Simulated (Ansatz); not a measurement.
Geometry optimisation, RKS PBE-D4/6-31G* (Ansatz).

Input:

```yaml
crystal:
  periodic: [false, false, false]
  atoms:
    - { symbol: B, position_ang: [0.086751, -0.3445, 0.23335] }
    - { symbol: O, position_ang: [-0.421996, -0.542451, 1.515068] }
    - { symbol: H, position_ang: [-1.398699, -0.545591, 1.49888] }
    - { symbol: H, position_ang: [1.284085, -0.428811, 0.13772] }
    - { symbol: H, position_ang: [-0.644009, -0.211952, -0.717299] }
    - { symbol: "N", position_ang: [0.302685, 2.323624, 0.844739] }
    - { symbol: H, position_ang: [1.315327, 2.253647, 0.78357] }
    - { symbol: Si, position_ang: [-0.61258, 3.236478, -0.316911] }
    - { symbol: H, position_ang: [-1.061753, 2.509036, -1.557668] }
    - { symbol: H, position_ang: [-1.847399, 3.779757, 0.342357] }
    - { symbol: H, position_ang: [0.267402, 4.36668, -0.762149] }
    - { symbol: H, position_ang: [-0.089215, 1.645184, 1.522743] }
basis:
  gaussian: { orbitals: "6-31G*" }
hamiltonian:
  xc: pbe
  dispersion: d4
relax:
  f_tol: 0.03
  max_steps: 50
```

Run as:

```bash
$ ansatz run input.yaml --threads 1 --pin off --max-ram 2048MiB --backend cpu --events-out ev --progress --plain --runs-dir out
```

**Question.** Where does it end, and by what steps?

**Answer.** It converged. After 27 steps the energy has fallen by 0.412 eV; H10 moved furthest, 1.36 Å. Joined: B1–N6 (2.75 → 1.75 Å).

```csv
step,energy less start (eV),largest force component (eV/Å),accepted
0,0.0000,0.562,yes
1,-0.0105,0.472,yes
2,-0.0266,0.616,yes
3,-0.0390,0.602,yes
4,0.0388,2.528,no
5,-0.0694,0.605,yes
6,-0.1156,0.936,yes
7,-0.1728,1.753,yes
8,-0.2238,1.018,yes
9,-0.2094,0.885,no
10,-0.2603,0.113,yes
11,-0.2713,0.215,yes
12,-0.2833,0.124,yes
13,-0.2990,0.221,yes
14,-0.3139,0.392,yes
15,-0.3398,0.387,yes
16,-0.3718,0.318,yes
17,-0.3821,0.204,yes
18,-0.3926,0.111,yes
19,-0.3966,0.082,yes
20,-0.4027,0.115,yes
21,-0.4016,0.312,no
22,-0.4068,0.097,yes
23,-0.4097,0.139,yes
24,-0.4111,0.093,yes
25,-0.4118,0.042,yes
26,-0.4116,0.156,no
27,-0.4121,0.009,yes
```

```xyz
12
Properties=species:S:1:pos:R:3
B 0.007 0.160 0.415
O -0.804 0.032 1.595
H -1.744 0.116 1.355
H 1.053 -0.468 0.466
H -0.573 0.118 -0.672
N 0.593 1.811 0.477
H 1.506 1.878 0.006
Si -0.660 2.895 -0.255
H -0.505 2.775 -1.733
H -1.992 2.429 0.224
H -0.445 4.320 0.166
H 0.746 1.974 1.481
```

Whether the end is a true minimum wasn't checked by a vibrational analysis.

The run took 38 s on 1 thread of AMD EPYC 9R45 96-Core Processor (Zen 5), with other jobs on the host, peak memory 0.16 GiB.
